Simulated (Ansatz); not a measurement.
A run for Ansatz (a first-principles code): R-CCSD(T)/def2-TZVPPD on CaF2 (SMILES [F][Ca][F]), atoms moved off the minimum. Files ending in .json are basis or fitting sets from the Basis Set Exchange.

Ansatz 0.2 input:
```yaml
crystal:
  periodic: [false, false, false]
  atoms:
    - {symbol: Ca, position_ang: [0.27456216, 0.05577243, 0.06401562]}
    - {symbol: F, position_ang: [-0.59772417, 1.32795891, -1.16652530]}
    - {symbol: F, position_ang: [0.17210097, -1.43504443, 1.34694087]}
basis:
  gaussian:
    orbitals: def2-TZVPPD.json
magnetization: {spin_polarized: false}
correlation: {method: ccsd_t, electrons: outside_noble_gas}
scf: {lower_state_search: off}
output: {forces: true}
```

Output:

```
Functional definition: HF
[...]
these checks for a lower state are left out or cut short: starts, cluster_reference, orbital_swaps, neighbouring_geometries, increment
integrals: 0.16 GiB planned
898 factors; integrals over basis functions are off by at most 1.2e-3 eV
mean field: 0.28 GiB planned
mean field evaluation 1: about -23829.3077 eV, gradient 5.2e1 eV
mean field evaluation 2: about -23829.3188 eV, gradient 5.2e1 eV
mean field evaluation 4: about -23833.6421 eV, gradient 1.6e0 eV
mean field evaluation 8: about -23833.6630 eV, gradient 1.5e-1 eV
mean field -23833.66312230 eV, -875.8709647074 hartree, gradient 2.5e-6 eV, S^2 0.000000; 0 other end points of the search recorded, 0 dependent functions left out
11 core orbitals not correlated, not the lowest: weight in the atoms' cores, before any rotation towards them, 0.753 or more for the frozen orbitals, at most 0.237 for the correlated occupied ones
reference -23833.66312230 eV, -875.8709647074 hartree; 8, 8 occupied and 97, 97 virtual orbitals, 898 factors
densities: 0.68 GiB planned
second order -15.17455389 eV of doubles, -0.00000000 eV of singles
coupled cluster: 0.45 GiB planned
cycle   1  -14.63591106 eV  change    5.4e-1 eV  update   9.7e-2
cycle   2  -14.93984086 eV  change   -3.0e-1 eV  update   3.4e-2
cycle   3  -15.01825756 eV  change   -7.8e-2 eV  update   1.3e-2
cycle   4  -15.00794383 eV  change    1.0e-2 eV  update   3.4e-3
cycle   5  -15.00449176 eV  change    3.5e-3 eV  update   1.1e-3
cycle   6  -15.00470607 eV  change   -2.1e-4 eV  update   4.0e-4
cycle   7  -15.00478515 eV  change   -7.9e-5 eV  update   1.3e-4
cycle   8  -15.00471174 eV  change    7.3e-5 eV  update   4.6e-5
cycle   9  -15.00469477 eV  change    1.7e-5 eV  update   1.3e-5
cycle  10  -15.00470642 eV  change   -1.2e-5 eV  update   5.2e-6
perturbative correction -0.43680987 eV, -0.0160524668 hartree
the calculation of the forces begins
mean field evaluation 16: about -23833.6113 eV, gradient 1.0e0 eV
Total energy: -23849.10463860 eV, -876.4384299646 hartree
Atom 0 at     0.274562     0.055772     0.064016 Å, force     0.688613     0.206054    -0.081915 eV/Å
Atom 1 at    -0.597724     1.327959    -1.166525 Å, force    -0.618921     0.915269    -0.884085 eV/Å
Atom 2 at     0.172101    -1.435044     1.346941 Å, force    -0.069692    -1.121324     0.966000 eV/Å
Dipole moment:     0.740804     0.164729    -0.038568 e Å
Checks for a lower state left out: starts, cluster_reference, orbital_swaps, neighbouring_geometries, increment
```

The run converged.

Cost: very roughly 50 core-seconds.
